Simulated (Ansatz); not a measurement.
Mulliken charges of F2S2W, SMILES `[F][W]([F])(=[S])=[S]` from PBE/def2-TZVPP in Ansatz (PBE0-D4/def2-TZVP geometry).

| atom | x (Å) | y (Å) | z (Å) | charge (e) |
| --- | --- | --- | --- | --- |
| F1 | -0.574 | -0.381 | 1.755 | -0.232 |
| W2 | 0.054 | -0.067 | 0.052 | 0.805 |
| F3 | 1.652 | -0.912 | -0.301 | -0.232 |
| S4 | -1.390 | -0.727 | -1.339 | -0.170 |
| S5 | 0.309 | 2.013 | -0.208 | -0.170 |

By hand: the dipole of these point charges (1 e Å = 4.8032 D).

Σ q r = (-0.023, 0.027, -0.032) e Å, of length 0.048 e Å = 0.23 D.

How does the dipole of the full density compare? (Estimate.)

Ansatz gave: (0.067, -0.080, 0.093) e Å, 0.67 D; the point charges give 0.34 times that, at 180° from its direction, so they point the opposite way.

Point charges leave out the atoms' own dipoles, such as those of lone pairs, and Mulliken's split depends on the basis, so the two needn't agree.
